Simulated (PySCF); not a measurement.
# A small calculation by hand: oscillator strength and radiative lifetime

Ga(Br)2(OH) (Br₂GaHO), SMILES [OH][Ga]([Br])[Br].

Geometry optimised at PBE0-D3(BJ)/def2-SVP. The structure was generated by enumeration; whether it is a known compound was not checked. The values are those of a single conformer.

TDA-PBE/def2-SVPD (PySCF) puts the first singlet state with f over 0.02 at 5.10 eV (vertical), with the transition dipole (-0.494, -0.034, 0.000) in atomic units.

**Question.** Find the oscillator strength, the wavelength and the radiative lifetime that this transition would have in vacuum if emission retraced absorption.

**Answer.** 
|μ|² = 0.2452 au, so |μ| = 1.26 D. ΔE = 5.10/27.211 = 0.1874 hartree. f = (2/3) ΔE |μ|² = 0.031 (the program prints 0.031).
λ = 1239.84/5.10 = 243 nm; ν = 41134 cm⁻¹.
Einstein's coefficient A = 0.6670 ν² f s⁻¹ (ν in cm⁻¹) = 3.5e7 s⁻¹, so τ = 1/A = 29 ns. This state is S4; the lower singlets have f = 0.017, 0.000, 0.003. The figure is the radiative limit of this one transition; relaxation, internal conversion, crossing to triplets and a medium change what is measured.
